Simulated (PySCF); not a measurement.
## Correlation energy of Ni²⁶⁺ (nickel, charge +26)

1s2, closed-shell 1S. Computed with PySCF 2.14 in an uncontracted even-tempered set (15 s from 30 bohr⁻², ratio 2.2; 7 p from 46 bohr⁻², ratio 2.4; 4 d from 140 bohr⁻², ratio 2.4; 3 f from 210 bohr⁻², ratio 2.4; 3 g from 310 bohr⁻², ratio 2.4), with the non-relativistic Hamiltonian (point nucleus). Frozen: nothing; 2 electrons correlated; the 11 highest virtual orbitals of each spin left out.

With two correlated electrons CCSD is exact within the correlated space (frozen core and kept virtual orbitals).

```
level  correlation energy (mhartree)
 CCSD                         -45.64
```

Diagnostics: T1 = 2.8e-06, D1 = 0.0000, largest double amplitude 0.001.

Cost of the coupled-cluster step: roughly 5 core-seconds, for 2 correlated electrons.

Iterations:

```
CC2 = 0
CCSD nocc = 1, nmo = 93
frozen orbitals [93, 94, 95, 96, 97, 98, 99, 100, 101, 102, 103]
max_cycle = 100
direct = 0
conv_tol = 1e-08
conv_tol_normt = 1e-06
diis_space = 8
diis_start_cycle = 0
Init t2, MP2 energy = -766.655914806632  E_corr(MP2) -0.045216308613902
Init E_corr(CCSD) = -0.045216308613902
cycle = 1  E_corr(CCSD) = -0.0456311048962611  dE = -0.000414796282  norm(t1,t2) = 6.72126e-05
cycle = 2  E_corr(CCSD) = -0.0456389508045388  dE = -7.84590828e-06  norm(t1,t2) = 1.38716e-06
cycle = 3  E_corr(CCSD) = -0.0456390996156599  dE = -1.48811121e-07  norm(t1,t2) = 3.12633e-08
cycle = 4  E_corr(CCSD) = -0.0456390994545352  dE = 1.6112469e-10  norm(t1,t2) = 1.78993e-10
CCSD converged
E(CCSD) = -766.6563375974722  E_corr = -0.04563909945453518
```
